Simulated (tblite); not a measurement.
Record of a relaxation.

Compound: C5H11ClO2S.
Bonds: C1–C2, C2–C3, C3–C4, C3–C5, C3–S6, S6–O7 (double), S6–O8 (double), S6–Cl9. Hydrogens: H10, H11, H12 on C1; H13, H14 on C2; H15, H16, H17 on C4; H18, H19, H20 on C5.

Computed with GFN2-xTB (tblite), gas phase: L-BFGS steps from a force-field or distance-geometry start until the largest atomic force falls under 0.01 eV/Å. 4 of its 124 geometries are shown.

Step 0: E = -877.2579 eV, largest atomic force 5.817 eV/Å
```
atom  x, y, z in Å  |  force x, y, z in eV/Å
C1      2.036    0.779    0.165    0.605   0.369   1.202
C2      1.145   -0.349   -0.314    1.251  -0.150   0.318
C3     -0.301   -0.181    0.004   -1.121  -1.529   0.601
C4     -0.985   -1.429   -0.573    0.629   0.608  -0.128
C5     -0.637   -0.155    1.478    0.387  -1.065   0.701
S6     -1.073    1.176   -0.861    2.050   3.108  -4.470
O7     -0.406    2.492   -0.621   -1.803  -2.630   0.433
O8     -1.047    0.891   -2.348   -0.521   0.106   3.620
Cl9    -3.050    1.200   -0.272    0.524   0.056  -0.035
H10     2.977    0.322    0.524   -0.228   0.429  -0.249
H11     1.587    1.286    1.065    0.487  -0.272  -1.140
H12     2.284    1.501   -0.615   -0.319  -0.049   0.324
H13     1.324   -0.527   -1.382   -0.217   0.069   0.203
H14     1.477   -1.262    0.246   -0.302   0.442  -0.547
H15    -0.525   -2.256   -0.005   -0.760  -0.024  -0.590
H16    -2.066   -1.330   -0.445    0.308  -0.464  -0.235
H17    -0.659   -1.442   -1.629   -0.719  -0.454   0.419
H18    -1.723   -0.299    1.635    0.623   0.607  -0.001
H19    -0.199    0.677    2.034   -0.510   0.030  -0.235
H20    -0.166   -1.084    1.911   -0.363   0.814  -0.190
```

Step 41: E = -878.3112 eV, largest atomic force 0.151 eV/Å
```
atom  x, y, z in Å  |  force x, y, z in eV/Å
C1      2.005    0.781    0.152    0.090   0.105   0.000
C2      1.186   -0.437   -0.253    0.073   0.007  -0.026
C3     -0.303   -0.336    0.035   -0.069  -0.029   0.018
C4     -1.057   -1.493   -0.583   -0.024  -0.021  -0.022
C5     -0.641   -0.109    1.488    0.002   0.000   0.080
S6     -0.856    1.191   -0.832   -0.141   0.013  -0.039
O7     -0.496    2.387   -0.138    0.001   0.007  -0.009
O8     -0.590    1.116   -2.233    0.025  -0.022  -0.016
Cl9    -2.892    1.087   -0.634    0.007  -0.019  -0.021
H10     3.065    0.565    0.015   -0.071   0.034   0.036
H11     1.839    1.062    1.192    0.057  -0.087  -0.110
H12     1.746    1.632   -0.475    0.037  -0.041   0.078
H13     1.316   -0.597   -1.322   -0.004  -0.009  -0.141
H14     1.564   -1.326    0.256    0.048  -0.038   0.085
H15    -0.677   -2.431   -0.176   -0.057   0.013  -0.019
H16    -2.123   -1.426   -0.374    0.048  -0.007   0.011
H17    -0.923   -1.510   -1.663    0.032   0.064   0.015
H18    -1.710   -0.230    1.653    0.052   0.029   0.024
H19    -0.357    0.901    1.774   -0.045  -0.003   0.035
H20    -0.100   -0.816    2.115   -0.059   0.003   0.022
```

Step 82: E = -878.3384 eV, largest atomic force 0.040 eV/Å
```
atom  x, y, z in Å  |  force x, y, z in eV/Å
C1      2.031    0.753    0.238   -0.004   0.005  -0.018
C2      1.189   -0.407   -0.282    0.015   0.007   0.004
C3     -0.299   -0.326    0.042    0.004   0.035  -0.019
C4     -1.047   -1.500   -0.552    0.001   0.002   0.003
C5     -0.632   -0.046    1.486   -0.011   0.007  -0.007
S6     -0.900    1.142   -0.906    0.033   0.000   0.014
O7     -0.558    2.383   -0.286    0.007  -0.005  -0.012
O8     -0.619    0.983   -2.298   -0.022   0.013  -0.004
Cl9    -2.933    1.009   -0.719    0.005  -0.014   0.003
H10     3.050    0.656   -0.131    0.005  -0.021   0.016
H11     2.064    0.761    1.324    0.020  -0.005   0.009
H12     1.636    1.703   -0.107   -0.021   0.017   0.007
H13     1.288   -0.459   -1.369   -0.010  -0.009   0.013
H14     1.573   -1.342    0.138    0.014  -0.008  -0.029
H15    -0.604   -2.438   -0.225   -0.001  -0.012   0.012
H16    -2.093   -1.489   -0.255   -0.019   0.002  -0.006
H17    -0.994   -1.452   -1.638    0.002  -0.010   0.000
H18    -1.710    0.019    1.616   -0.016  -0.019   0.004
H19    -0.197    0.901    1.794   -0.008   0.002   0.003
H20    -0.251   -0.841    2.125    0.005   0.013   0.006
```

Step 123: E = -878.3478 eV, largest atomic force 0.008 eV/Å
```
atom  x, y, z in Å  |  force x, y, z in eV/Å
C1      2.038    0.718    0.312   -0.002   0.003   0.000
C2      1.186   -0.376   -0.324    0.002   0.000  -0.001
C3     -0.299   -0.318    0.019   -0.001   0.003  -0.002
C4     -1.039   -1.512   -0.543   -0.002  -0.003   0.001
C5     -0.623   -0.017    1.462   -0.001  -0.001   0.000
S6     -0.923    1.125   -0.946    0.007  -0.002   0.002
O7     -0.494    2.375   -0.400    0.000   0.001  -0.005
O8     -0.751    0.910   -2.348   -0.007   0.001   0.002
Cl9    -2.939    1.060   -0.607   -0.005   0.002  -0.004
H10     3.049    0.665   -0.085    0.007  -0.001  -0.001
H11     2.093    0.595    1.391   -0.002  -0.001   0.006
H12     1.633    1.701    0.091   -0.004  -0.001  -0.004
H13     1.272   -0.313   -1.411    0.004   0.004  -0.005
H14     1.571   -1.353   -0.018    0.004  -0.003   0.005
H15    -0.666   -2.432   -0.097   -0.001  -0.005  -0.001
H16    -2.105   -1.438   -0.344   -0.002   0.005   0.003
H17    -0.891   -1.561   -1.621    0.000   0.001   0.002
H18    -1.696   -0.076    1.629    0.002  -0.001  -0.001
H19    -0.292    0.987    1.714   -0.001  -0.003   0.006
H20    -0.130   -0.729    2.122    0.002  -0.001  -0.003
```

**Question.** Summarise the path.

**Answer.** The energy falls by 25.14 kcal/mol from step 0 to step 123; nine tenths of that is first reached at step 26. It falls at every step. The largest force goes from 5.817 to 0.008 eV/Å. Among the bonds S6=O8 changes most, from 1.514 to 1.429 Å; the atoms move by 0.414 Å rms after alignment.

**Question.** Follow the three bonds and two angles with the largest change from start to end.

**Answer.** 
| step | E above end (kcal/mol) | largest force (eV/Å) | S6=O8 (Å) | S6=O7 (Å) | C3–S6 (Å) | C2–C3–S6 (°) | O7–S6–O8 (°) |
| --- | --- | --- | --- | --- | --- | --- | --- |
| 0 | 25.14 | 5.817 | 1.514 | 1.495 | 1.785 | 113.7 | 108.4 |
| 5 | 6.93 | 0.467 | 1.432 | 1.435 | 1.839 | 108.9 | 119.4 |
| 11 | 4.21 | 0.297 | 1.431 | 1.430 | 1.847 | 106.7 | 117.1 |
| 16 | 3.33 | 0.206 | 1.428 | 1.427 | 1.844 | 106.1 | 118.0 |
| 21 | 2.94 | 0.157 | 1.428 | 1.427 | 1.840 | 104.9 | 118.4 |
| 27 | 2.34 | 0.159 | 1.430 | 1.429 | 1.842 | 105.4 | 118.4 |
| 32 | 1.74 | 0.238 | 1.427 | 1.427 | 1.848 | 105.0 | 117.8 |
| 37 | 1.19 | 0.176 | 1.430 | 1.431 | 1.851 | 105.0 | 118.2 |
| 43 | 0.73 | 0.075 | 1.429 | 1.429 | 1.842 | 105.3 | 118.3 |
| 48 | 0.62 | 0.061 | 1.428 | 1.429 | 1.845 | 105.0 | 118.2 |
| 53 | 0.57 | 0.053 | 1.429 | 1.429 | 1.849 | 105.1 | 118.3 |
| 59 | 0.52 | 0.045 | 1.428 | 1.429 | 1.845 | 105.1 | 118.2 |
| 64 | 0.48 | 0.050 | 1.429 | 1.429 | 1.848 | 104.9 | 118.4 |
| 70 | 0.37 | 0.086 | 1.428 | 1.429 | 1.843 | 104.7 | 117.7 |
| 75 | 0.28 | 0.078 | 1.429 | 1.429 | 1.846 | 104.4 | 118.4 |
| 80 | 0.24 | 0.065 | 1.429 | 1.429 | 1.847 | 104.5 | 118.0 |
| 86 | 0.20 | 0.037 | 1.428 | 1.429 | 1.845 | 104.7 | 118.1 |
| 91 | 0.18 | 0.034 | 1.429 | 1.429 | 1.847 | 104.5 | 118.1 |
| 96 | 0.16 | 0.035 | 1.429 | 1.429 | 1.846 | 104.4 | 117.9 |
| 102 | 0.09 | 0.054 | 1.429 | 1.429 | 1.841 | 104.0 | 118.2 |
| 107 | 0.05 | 0.042 | 1.429 | 1.430 | 1.845 | 104.0 | 118.1 |
| 112 | 0.02 | 0.020 | 1.429 | 1.429 | 1.846 | 103.9 | 118.0 |
| 118 | 0.00 | 0.018 | 1.429 | 1.429 | 1.844 | 103.9 | 118.0 |
| 123 | 0.00 | 0.008 | 1.429 | 1.429 | 1.845 | 103.9 | 118.0 |

What follows is the cost of the whole relaxation. On one thread of an Arm Neoverse V2, no GPU (shared host), this took 0.95 s.
